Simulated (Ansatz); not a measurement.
Reaction (atomization): `F[CH](F)[GeH2][SiH3]` → C• + 2 F• + Ge• + 6 H• + Si•

Computed with Ansatz on PBE0-D4/def2-TZVP structures; ΔE is electronic, products minus reactants. CCSD(T)/CBS is the MP2 limit (def2-TZVPP, def2-QZVPP) plus CCSD(T) − MP2 in def2-TZVPP, frozen cores. This one scheme is used for every species, atoms too. Functionals use def2-TZVPP. No spin–orbit coupling; open shells (•) take unrestricted orbitals. Spin–orbit coupling would lower the free atoms: a little for C, F, Si; clearly for Ge. Bonds to Ge are less sure, by a few kJ/mol each and by 10 to 20 or more in all where they break to atoms, as the def2 sets lack core-valence functions. Scalar relativity is left out up to krypton. Each species was taken in one conformer, which may not be the lowest.

```json
{"species": "`F[CH](F)[GeH2][SiH3]`", "ωB97X-V energy (Eh)": "-2607.68116"}
{"species": "C•", "ωB97X-V energy (Eh)": "-37.84659"}
{"species": "F•", "ωB97X-V energy (Eh)": "-99.73415"}
{"species": "Ge•", "ωB97X-V energy (Eh)": "-2076.71856"}
{"species": "H•", "ωB97X-V energy (Eh)": "-0.50049"}
{"species": "Si•", "ωB97X-V energy (Eh)": "-289.31746"}
```

(1) Work out ΔE.

Largest T1 diagnostic among the species: 0.012.

Answers

(1) ΔE = 6 × (-0.50049) + 2 × (-99.73415) + (-37.84659) + (-2076.71856) + (-289.31746) − (-2607.68116) = 1.32731 Eh = +3484.9 kJ/mol. CCSD(T)/CBS gives +3464.2 kJ/mol.

The D4 term adds +35.3 kJ/mol with B3LYP and +18.7 kJ/mol with PBE0; it sums over pairs of atoms, weighted by their polarisabilities, and B3LYP, whose exchange is more repulsive, gets the larger term. In def2-TZVPP, CCSD(T) changes the Hartree–Fock value by +896.0 kJ/mol (the triples alone add +48.9 kJ/mol) and MP2 by +923.5 kJ/mol; breaking electron pairs costs correlation energy, which Hartree–Fock lacks. From PBE to PBE0 (25 % exact exchange), in def2-TZVPP and without D4, ΔE moves by −59.7 kJ/mol: exact exchange takes away binding that semilocal exchange gives to molecules.

B3LYP here is the variant with VWN-RPA as its local correlation; programs differ in this.

For atomizations the MP2-based limit and the directly extrapolated one differ by several kJ/mol either way, and by 10 to 25 for some Ge, Se and Sn compounds, so smaller differences from it don't rank the levels.
